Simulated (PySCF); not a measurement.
Calculation: PySCF with ωB97X-D3(BJ)/def2-TZVP // PBE0-D3(BJ)/def2-TZVP. Isolated molecules, 0 K electronic values unless said otherwise. Excitations are Tamm–Dancoff values on a coarser integration grid. The basis has no diffuse functions, so Rydberg states are missing or too high.

Reference species (SMILES): `[SiH2]1[SiH2][SiH]=C1` (neutral, multiplicity 1).

```json
{
 "HOMO": "-9.07 eV",
 "brightest of the four lowest singlets (TDA)": "4.99 eV",
 "dipole_moment": "1.24 D"
}
```

Changed species: `C1[SiH]=[SiH][SiH2]1`.

Problem. What does the change do to the HOMO, brightest of the four lowest singlets (TDA) and dipole moment?

Solution. the HOMO rises by 1.24 eV, to -7.83 eV; the brightest of the four lowest singlets (TDA) decreases by 0.91 eV, to 4.08 eV; the dipole moment decreases by 0.52 D, to 0.72 D.
